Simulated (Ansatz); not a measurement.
`O[SiH2][GeH2][F]` → `[OH][GeH2][F]` + `[SiH2]`  (silylene formation by 1,1-elimination)

Isolated molecules relaxed with PBE0-D4/def2-TZVP in Ansatz; ΔE leaves out vibrations. CCSD(T)/CBS is the MP2 limit (def2-TZVPP, def2-QZVPP) plus CCSD(T) − MP2 in def2-TZVPP, frozen cores. This one scheme is used for every species. DFT in def2-TZVPP. B3LYP here is the variant with VWN-RPA as its local correlation; programs differ in this. For Ge outer-core shells are correlated without core-valence functions, which leaves a few kJ/mol of doubt a bond. Scalar relativity is left out up to krypton. One conformer a species, not always the lowest.

```
             level  ΔE (kJ/mol)  difference from CCSD(T)/CBS
            PBE-D4        296.7                         10.6
         r2SCAN-D4        309.8                         23.7
           PBE0-D4        302.6                         16.5
          B3LYP-D4        286.4                          0.3
               PBE        289.3                          3.2
            r2SCAN        308.0                         21.9
              PBE0        296.2                         10.1
             B3LYP        274.4                        -11.7
     HF/def2-TZVPP        259.2                        -26.9
SCS-MP2/def2-TZVPP        276.8                         -9.3
   CCSD/def2-TZVPP        269.6                        -16.5
    MP2/def2-QZVPP        297.1                         11.0
SCS-MP2/def2-QZVPP        283.9                         -2.2
      HF/CBS(def2)        259.5                        -26.6
     MP2/CBS(def2)        302.5                         16.4
    CCSD/CBS(def2)        282.4                         -3.7
       CCSD(T)/CBS        286.1                            0
```

Largest T1 diagnostic among the species: 0.014.

In def2-TZVPP, CCSD(T) changes the Hartree–Fock value by +14.1 kJ/mol (the triples alone add +3.7 kJ/mol) and MP2 by +30.4 kJ/mol. The D4 term adds +12.0 kJ/mol with B3LYP and +6.5 kJ/mol with PBE0; it sums over pairs of atoms, weighted by their polarisabilities, and B3LYP, whose exchange is more repulsive, gets the larger term.
